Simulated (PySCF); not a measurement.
CH₃FSe, SMILES C[Se]F.

Geometry: PBE0-D3(BJ)/def2-TZVP.

These are ωB97X/def2-TZVPD run with PySCF values and carry that method's errors.

Symmetry labels are those of the subgroup Cs that the program uses (full group Cs).

Computed valence orbital energies around the gap with their symmetry:
```
orbital  symmetry  energy (eV)
-------  --------  -----------
HOMO−7         A'       -20.82
HOMO−6         A'       -15.77
HOMO−5         A"       -15.32
HOMO−4         A'       -15.16
HOMO−3         A"       -14.41
HOMO−2         A'       -14.20
HOMO−1         A'       -11.88
HOMO           A"        -8.93
LUMO           A'         0.50
LUMO+1         A'         1.59
LUMO+2         A'         1.94
LUMO+3         A"         2.15
```
